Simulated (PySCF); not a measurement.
**A series of related molecules**

Computed with TDDFT B3LYP/def2-SVPD circular dichroism and optical rotation, one conformer, gas phase (PySCF 2.14.0). Geometry: GFN2-xTB.

Each molecule in one low-energy conformer. The parent is F[C@@H]1C[C@@H]2[C@H]1C[C@H]2Cl.

Q: How does the specific rotation at 589.3 nm (origin-invariant length gauge) change along this series?
- F[C@@H]1C[C@@H]2[C@H]1C[C@H]2Cl (base)
- F[C@@H]1C[C@H]2[C@@H]1C[C@@H]2Cl (diastereomer)
- F[C@@H]1C[C@H]2[C@@H]1C[C@H]2Cl (diastereomer)
- F[C@@H]1C[C@@H]2[C@H]1C[C@@H]2Cl (diastereomer)

A: 
```
                        molecule  [α]589 (deg dm⁻¹ (g/mL)⁻¹)  S1 (eV)  R(S1), velocity form (10⁻⁴⁰ esu² cm²)
 F[C@@H]1C[C@@H]2[C@H]1C[C@H]2Cl                      -105.8     6.88                                   -3.2
F[C@@H]1C[C@H]2[C@@H]1C[C@@H]2Cl                       +91.4     6.83                                   -1.3
 F[C@@H]1C[C@H]2[C@@H]1C[C@H]2Cl                      +104.4     7.16                                   -7.3
F[C@@H]1C[C@@H]2[C@H]1C[C@@H]2Cl                       -70.4     7.10                                   +9.2
```
The specific rotation at 589.3 nm (origin-invariant length gauge) is lowest for F[C@@H]1C[C@@H]2[C@H]1C[C@H]2Cl and highest for F[C@@H]1C[C@H]2[C@@H]1C[C@H]2Cl.
